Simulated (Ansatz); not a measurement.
Steps of a relaxation of `BC#C[O][AlH2]` with RKS PBE0-D4/def2-TZVP.

```sh
$ ansatz run in.yaml --threads 2 --pin off --events-out ev --progress --plain --max-ram 4352MiB
```

```yaml
crystal:
  periodic: [false, false, false]
  atoms:
    - {symbol: B, position_ang: [-2.084426, 1.585297, 0.598551]}
    - {symbol: C, position_ang: [-0.876644, 0.887140, 0.064055]}
    - {symbol: C, position_ang: [0.126166, 0.301062, -0.376238]}
    - {symbol: O, position_ang: [1.164439, -0.274145, -0.864823]}
    - {symbol: Al, position_ang: [2.072774, -1.739876, -0.448318]}
    - {symbol: H, position_ang: [-2.720335, 1.108215, 1.523953]}
    - {symbol: H, position_ang: [-2.454935, 2.643263, 0.118310]}
    - {symbol: H, position_ang: [3.291366, -1.973575, -1.430724]}
    - {symbol: H, position_ang: [1.570096, -2.583680, 0.798135]}
basis:
  gaussian: {orbitals: def2-TZVP}
hamiltonian: {xc: pbe0, dispersion: d4}
relax: {f_tol: 0.005, max_steps: 150}
```

Positions (Å) and forces (eV/Å) along the path, 12 of 12 steps:

```xyz
9
step=1 energy=-11450.9302 eV
B    -2.084    1.585    0.599   -0.162    0.090    0.074
C    -0.877    0.887    0.064    1.581   -0.929   -0.682
C     0.126    0.301   -0.376   -1.186    0.647    0.536
O     1.164   -0.274   -0.865   -0.240   -0.188    0.408
Al    2.073   -1.740   -0.448   -0.367    0.498   -0.088
H    -2.720    1.108    1.524    0.281    0.176   -0.381
H    -2.455    2.643    0.118    0.175   -0.437    0.179
H     3.291   -1.974   -1.431   -0.163    0.024    0.139
H     1.570   -2.584    0.798    0.081    0.119   -0.184
9
step=2 energy=-11450.9923 eV
B    -2.064    1.567    0.594   -0.065    0.041    0.031
C    -0.861    0.875    0.060    0.026   -0.026    0.004
C     0.123    0.304   -0.375    0.047   -0.047   -0.022
O     1.154   -0.263   -0.863    0.130   -0.294    0.140
Al    2.045   -1.718   -0.442   -0.246    0.391   -0.101
H    -2.687    1.092    1.508    0.076    0.053   -0.109
H    -2.427    2.610    0.119    0.043   -0.124    0.055
H     3.256   -1.958   -1.412   -0.013   -0.011    0.021
H     1.549   -2.555    0.793    0.003    0.015   -0.019
9
step=3 energy=-11450.9993 eV
B    -2.056    1.560    0.595   -0.010   -0.003   -0.007
C    -0.856    0.869    0.060   -0.021    0.005    0.026
C     0.126    0.300   -0.377   -0.008    0.008   -0.012
O     1.156   -0.264   -0.865    0.082   -0.084    0.004
Al    2.034   -1.704   -0.442   -0.050    0.084   -0.034
H    -2.676    1.086    1.503   -0.001   -0.005    0.012
H    -2.419    2.597    0.122    0.000    0.011   -0.002
H     3.247   -1.955   -1.404    0.014   -0.014    0.002
H     1.532   -2.536    0.791   -0.006   -0.002    0.010
9
step=4 energy=-11450.9996 eV
B    -2.059    1.556    0.593    0.023    0.027    0.031
C    -0.856    0.868    0.058   -0.001   -0.020    0.001
C     0.128    0.302   -0.378   -0.021    0.018   -0.008
O     1.160   -0.261   -0.866    0.017   -0.002   -0.013
Al    2.031   -1.701   -0.446    0.009    0.001    0.007
H    -2.673    1.084    1.506   -0.010   -0.012   -0.007
H    -2.419    2.596    0.124   -0.011   -0.005   -0.011
H     3.248   -1.962   -1.400    0.001   -0.007    0.000
H     1.527   -2.529    0.790   -0.006   -0.001    0.000
9
step=5 energy=-11450.9997 eV
B    -2.058    1.553    0.595    0.094   -0.012   -0.002
C    -0.853    0.867    0.055   -0.078    0.027    0.031
C     0.132    0.304   -0.385   -0.024    0.016    0.002
O     1.164   -0.257   -0.872    0.030   -0.008   -0.022
Al    2.030   -1.699   -0.444    0.004    0.004    0.001
H    -2.668    1.079    1.508   -0.014   -0.017    0.001
H    -2.421    2.593    0.128   -0.012    0.002   -0.016
H     3.248   -1.967   -1.395    0.005   -0.007    0.000
H     1.516   -2.521    0.791   -0.005   -0.004    0.005
9
step=6 energy=-11451.0000 eV
B    -2.054    1.553    0.600    0.035   -0.029   -0.033
C    -0.852    0.867    0.054   -0.032    0.015    0.025
C     0.131    0.306   -0.390   -0.013    0.011    0.006
O     1.163   -0.256   -0.880    0.007    0.020   -0.022
Al    2.029   -1.694   -0.445    0.003   -0.031    0.010
H    -2.666    1.073    1.510    0.002    0.000    0.007
H    -2.422    2.591    0.131    0.000    0.006    0.003
H     3.252   -1.973   -1.387   -0.001    0.006    0.001
H     1.507   -2.513    0.790    0.000    0.002    0.003
9
step=7 energy=-11451.0002 eV
B    -2.050    1.546    0.600   -0.003   -0.009    0.011
C    -0.848    0.864    0.055   -0.013    0.016   -0.004
C     0.137    0.311   -0.397    0.040   -0.017   -0.018
O     1.170   -0.246   -0.892   -0.037    0.016    0.019
Al    2.023   -1.691   -0.444    0.004   -0.006    0.001
H    -2.658    1.066    1.513    0.002   -0.001   -0.001
H    -2.423    2.583    0.134    0.005   -0.001   -0.004
H     3.248   -1.978   -1.380    0.002   -0.002    0.000
H     1.490   -2.500    0.793   -0.002    0.005   -0.004
9
step=8 energy=-11451.0003 eV
B    -2.049    1.545    0.601    0.001   -0.002    0.002
C    -0.847    0.867    0.051   -0.005    0.006    0.000
C     0.138    0.313   -0.400    0.009   -0.006   -0.003
O     1.171   -0.245   -0.894   -0.004    0.003    0.001
Al    2.021   -1.691   -0.443    0.000    0.000    0.000
H    -2.652    1.061    1.515    0.000    0.001    0.000
H    -2.427    2.581    0.135    0.001   -0.001   -0.001
H     3.249   -1.981   -1.376    0.001    0.000    0.000
H     1.483   -2.496    0.793   -0.001    0.000    0.000
9
step=9 energy=-11451.0003 eV
B    -2.048    1.543    0.601    0.000   -0.001    0.001
C    -0.846    0.868    0.050   -0.001    0.001   -0.001
C     0.139    0.315   -0.402    0.001   -0.001    0.000
O     1.172   -0.243   -0.896    0.001    0.000   -0.001
Al    2.020   -1.690   -0.443    0.000    0.000    0.001
H    -2.648    1.060    1.518    0.000    0.000    0.001
H    -2.429    2.578    0.135    0.000    0.000    0.000
H     3.250   -1.983   -1.373    0.000    0.000    0.000
H     1.478   -2.494    0.792    0.000    0.000   -0.001
9
step=10 energy=-11451.0003 eV
B    -2.047    1.542    0.602    0.001    0.001   -0.001
C    -0.844    0.869    0.049    0.002   -0.002    0.000
C     0.141    0.316   -0.404   -0.006    0.004    0.002
O     1.174   -0.240   -0.898    0.005   -0.004   -0.001
Al    2.019   -1.689   -0.443    0.000   -0.001   -0.001
H    -2.642    1.059    1.522    0.000    0.000    0.000
H    -2.433    2.574    0.134   -0.001    0.000    0.000
H     3.250   -1.984   -1.369    0.000    0.001    0.001
H     1.470   -2.492    0.790    0.000    0.001    0.000
9
step=11 energy=-11451.0003 eV rejected
B    -2.046    1.541    0.603   -0.002   -0.002   -0.004
C    -0.843    0.869    0.049    0.002   -0.001    0.001
C     0.142    0.317   -0.404   -0.004    0.004    0.001
O     1.175   -0.240   -0.899    0.001   -0.003   -0.002
Al    2.018   -1.689   -0.444    0.004    0.004    0.004
H    -2.640    1.059    1.524    0.001    0.001    0.001
H    -2.434    2.572    0.133    0.001    0.001    0.001
H     3.252   -1.984   -1.367   -0.002   -0.001   -0.001
H     1.467   -2.492    0.789   -0.001   -0.002   -0.002
9
step=12 energy=-11451.0003 eV
B    -2.047    1.542    0.602    0.004    0.003    0.003
C    -0.844    0.869    0.049   -0.001   -0.001   -0.001
C     0.141    0.316   -0.404   -0.002    0.002    0.000
O     1.174   -0.240   -0.898    0.001   -0.001   -0.001
Al    2.019   -1.689   -0.443    0.000    0.001    0.000
H    -2.641    1.060    1.523   -0.001   -0.001   -0.001
H    -2.433    2.573    0.133   -0.001   -0.001   -0.001
H     3.251   -1.984   -1.368    0.000    0.000    0.000
H     1.469   -2.493    0.790    0.000   -0.001    0.000
```

It took 54 s on 2 threads of an Arm Neoverse V1 on a shared host, with 0.41 GiB of host memory at the peak.
